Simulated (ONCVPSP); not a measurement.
# Building the ONCV potential for Sc (PBEsol, scalar-relativistic).

- Element: scandium
- Generator: ONCVPSP 4.0.1
- Type: optimised norm-conserving Vanderbilt (ONCV)
- Functional: PBEsol
- Relativity: scalar-relativistic
- Frozen core: [Ne]
- Valence charge: 11
- Reference configuration: 3s2 3p6 3d1 4s1.5 (charge +0.5)
- Partial waves: 3s+4s: rc 1.95 bohr, ncon 4, nbas 8, qcut 5.6 1/bohr, 2 projectors; 3p: rc 1.45 bohr, ncon 4, nbas 8, qcut 12.1 1/bohr, 1 projector; 3d: rc 2.55 bohr, ncon 4, nbas 8, qcut 5.9 1/bohr, 2 projectors, debl 2.8 Ha
- Local potential: polynomial inside 1.35 bohr (lpopt 5, dvloc0 -1 Ha)
- Core correction: Teter function, fcfact 3.75, rcfact 1.1

Poles of the logarithmic derivatives, all-electron (AE) and pseudo (PS). s: poles at -2.0, 3.7 (AE) and -2.0, 3.5 (PS) Ha. p: poles at -0.1 (AE) and -0.1 (PS) Ha. d: poles at -0.1, 2.3 (AE) and -0.1, 2.3 (PS) Ha. Test radii: s 1.98, p 1.47, d 2.60 bohr.

* Cutoffs needed: 25 Ha and 39 Ha (the cutoffs (Ha) at which the residual kinetic energy of the hardest occupied pseudo-wave falls to 1 and 0.1 mHa per electron)
* Ghost test: no bound ghost flagged; no localised positive-energy state flagged
* Largest excitation error: -89 meV (all-electron minus pseudo) for 3s2 3p5 3d1 4s2, out of 4 test configurations
* rms error of d²Exc/dni dnj: 2.74 mHa without and 1.63 mHa with the model core
